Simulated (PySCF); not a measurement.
# Broadened absorption spectrum of C5H11NO

Compound: C5H11NO.
SMILES: `CCCNC(C)=O`

Theory: PySCF, TDDFT wB97X-D/def2-SVPD, vertical, gas phase, core orbitals frozen in the response. The structure is a single GFN2-xTB conformer in the gas phase; no vibrational or solvent corrections. Torsions of this conformer, `[CH3:1][CH2:2][CH2:3][NH:4][C:5]([CH3:6])=[O:7]`: C1–C2–C3–N4 64°, C2–C3–N4–C5 -115°, C3–N4–C5–C6 177°.

Computed states:

```
state  E (eV)       f
   S1    5.89  0.0007
   S2    7.00  0.0054
   S3    7.35   0.103
   S4    7.41   0.131
   S5    8.15   0.020
   S6    8.21   0.013
   S7    8.34   0.014
   S8    8.60  0.0036
```

Each state is given a Gaussian of 0.3 eV full width at half maximum, with ε(max) = 2.175×10⁸ f / Δν̃ (Δν̃ the width in cm⁻¹). The cross-section is σ = 3.8235×10⁻²¹ ε cm², given in Mb (10⁻¹⁸ cm²). The width is an assumption, not a result. The curve ends short of the highest state used, and states not computed would add to its high-energy end.

Task: Give the broadened spectrum and its maxima.

Result: 
```json
{"λ (nm)": "155.0", "σ (Mb)": "4.80"}
{"λ (nm)": "157.5", "σ (Mb)": "0.87"}
{"λ (nm)": "160.0", "σ (Mb)": "1.64"}
{"λ (nm)": "162.5", "σ (Mb)": "13.33"}
{"λ (nm)": "165.1", "σ (Mb)": "49.02"}
{"λ (nm)": "167.6", "σ (Mb)": "77.31"}
{"λ (nm)": "170.1", "σ (Mb)": "60.16"}
{"λ (nm)": "172.6", "σ (Mb)": "25.06"}
{"λ (nm)": "175.1", "σ (Mb)": "7.00"}
{"λ (nm)": "177.6", "σ (Mb)": "2.56"}
{"λ (nm)": "180.1", "σ (Mb)": "1.29"}
{"λ (nm)": "182.6", "σ (Mb)": "0.48"}
{"λ (nm)": "185.2", "σ (Mb)": "0.11"}
{"λ (nm)": "187.7", "σ (Mb)": "0.02"}
{"λ (nm)": "190.2", "σ (Mb)": "0.00"}
{"λ (nm)": "192.7", "σ (Mb)": "0.00"}
{"λ (nm)": "195.2", "σ (Mb)": "0.00"}
{"λ (nm)": "197.7", "σ (Mb)": "0.00"}
{"λ (nm)": "200.2", "σ (Mb)": "0.01"}
{"λ (nm)": "202.7", "σ (Mb)": "0.05"}
{"λ (nm)": "205.2", "σ (Mb)": "0.12"}
{"λ (nm)": "207.8", "σ (Mb)": "0.20"}
{"λ (nm)": "210.3", "σ (Mb)": "0.24"}
{"λ (nm)": "212.8", "σ (Mb)": "0.21"}
{"λ (nm)": "215.3", "σ (Mb)": "0.14"}
{"λ (nm)": "217.8", "σ (Mb)": "0.07"}
{"λ (nm)": "220.3", "σ (Mb)": "0.03"}
{"λ (nm)": "222.8", "σ (Mb)": "0.01"}
{"λ (nm)": "225.3", "σ (Mb)": "0.00"}
{"λ (nm)": "227.9", "σ (Mb)": "0.00"}
```

Maxima: 210 nm (5.89 eV), ε about 63, made up of S1 (100%); 168 nm (7.38 eV), ε about 20000, made up of S3 (43%) and S4 (56%) (ε in L mol⁻¹ cm⁻¹; maxima over ε = 5, shares over 10%). At its high-energy end, 8.00 eV, the curve is still rising (ε about 1300, from S5 and S6).

Task: On this curve, what absorbance would a 10⁻³ mol/L sample give at 222 nm over a 1 cm path?

Result: 222 nm is 5.585 eV, where ε is about 3.5 L mol⁻¹ cm⁻¹, so A = ε c l ≈ 0.0035 (Beer–Lambert, with the gas-phase spectrum and the assumed width).

Task: Coming from long wavelengths, where does ε first pass 100 L mol⁻¹ cm⁻¹?

Result: At about 183 nm (6.77 eV), 0.88 eV above S1.

Task: What would ε be at 7.38 eV, the highest of these maxima, with half the width (0.15 eV)?

Result: About 37100 L mol⁻¹ cm⁻¹ against 20300, a factor of about 1.8; a lone state at its own centre would give exactly 2.
